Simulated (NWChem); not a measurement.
CH6FNOSi; SMILES C[Si@@](N)(O)F

```xyz
11

C     -0.4084    -1.7515     0.3768
Si     0.0052     0.0222     0.0279
N     -1.3365     0.8355    -0.6281
O      0.4886     0.9074     1.3425
F      1.3123    -0.0037    -0.9586
H     -0.7613    -2.2613    -0.5337
H     -1.1961    -1.8287     1.1408
H      0.4772    -2.2972     0.7364
H     -1.9823     0.3903    -1.2666
H     -1.3602     1.8456    -0.6944
H      1.4367     0.9254     1.4994
```
Atoms are numbered in this order, from 1.

All runs: NWChem. Structure relaxed at the PBE0/def2-SVP level. B3LYP is NWChem's, with the RPA form of VWN correlation. Atomic charges in e: unrestrained fits to the electrostatic potential beside Mulliken populations; buried atoms are poorly determined by the fit.

Problem. Estimate the computed values for B3LYP/def2-SVP. Quantities: ESP C1; Mulliken C1; ESP Si2; Mulliken Si2; ESP N3; Mulliken N3; ESP O4; Mulliken O4; ESP F5; Mulliken F5; relative RMS misfit of the potential (%).

Solution. ESP C1: -0.44
Mulliken C1: -0.26
ESP Si2: 1.18
Mulliken Si2: 0.79
ESP N3: -0.94
Mulliken N3: -0.35
ESP O4: -0.72
Mulliken O4: -0.39
ESP F5: -0.43
Mulliken F5: -0.36
relative RMS misfit of the potential (%): 22
